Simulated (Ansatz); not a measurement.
Problem. Name a neutral molecule of C, F, Sn and H with size of the dipole moment (PBE/def2-TZVPP) between 4.45 and 4.75 D and HOMO energy (PBE0/def2-TZVPP) between -10.25 and -9.95 eV (Ansatz, PBE0-D4/def2-TZVP geometry).

Solution. `[CH3][Sn]([F])([F])[F]` (4.50 D, -10.20 eV). Other molecules can fit too; these were computed, each in one conformer that needn't be the lowest.
